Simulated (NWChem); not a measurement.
# SiH3SeBr; SMILES [SiH3][Se]Br

Results from NWChem. Pople sets run with spherical d functions. Geometry: optimised at PBE-D3(BJ)/def2-SVP. Vertical excitations in the gas phase; the lowest state need not have the same character in each row.

For level LRC-wPBEh/6-31G*, full TDDFT:

lowest excitation, singlet (eV): 2.60
orbital gap (eV): 7.58

Q: What are these values for level PBE/6-31G*, full TDDFT?

A: 
- lowest excitation, singlet (eV) = 2.38
- orbital gap (eV) = 2.05
